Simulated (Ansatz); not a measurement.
`C=CC(=C)[TeH]` and `C=CC(=C)N` differ in one atom or group.

Ansatz, PBE0-D4/def2-TZVP geometries, multiplicity 1. Each molecule was computed in one conformer, which needn't be the lowest.

Elements past krypton have def2 core potentials.

```json
{"property": "HOMO energy (PBE0/def2-TZVPP) / eV", "`C=CC(=C)[TeH]`": "-6.18"}
{"property": "HOMO–LUMO gap (ωB97M-V/def2-TZVPP) / eV", "`C=CC(=C)[TeH]`": "9.10"}
{"property": "LUMO energy (ωB97M-V/def2-TZVPP) / eV", "`C=CC(=C)[TeH]`": "0.83"}
{"property": "HOMO energy (ωB97M-V/def2-TZVPP) / eV", "`C=CC(=C)[TeH]`": "-8.27"}
{"property": "HOMO energy (PBE/def2-TZVPP) / eV", "`C=CC(=C)[TeH]`": "-5.18"}
{"property": "LUMO energy (PBE/def2-TZVPP) / eV", "`C=CC(=C)[TeH]`": "-2.13"}
```

**Question.** Give the same properties after the change, and the shifts. (Best estimate.)

**Answer.** Ansatz gave: 
```csv
property,`C=CC(=C)N`,shift
HOMO energy (PBE0/def2-TZVPP) / eV,-6.08,0.10
HOMO–LUMO gap (ωB97M-V/def2-TZVPP) / eV,9.58,0.48
LUMO energy (ωB97M-V/def2-TZVPP) / eV,1.37,0.54
HOMO energy (ωB97M-V/def2-TZVPP) / eV,-8.21,0.06
HOMO energy (PBE/def2-TZVPP) / eV,-5.02,0.16
LUMO energy (PBE/def2-TZVPP) / eV,-1.57,0.56
```

With PBE0 the HOMO rises by 0.10 eV and the LUMO rises by 0.55 eV, so the gap widens by about 0.45 eV. PBE moves the HOMO by 0.16 eV and ωB97M-V by 0.06 eV.

Spin–orbit coupling is left out; it splits and shifts lone-pair levels of the heavy atoms by tenths of an eV.
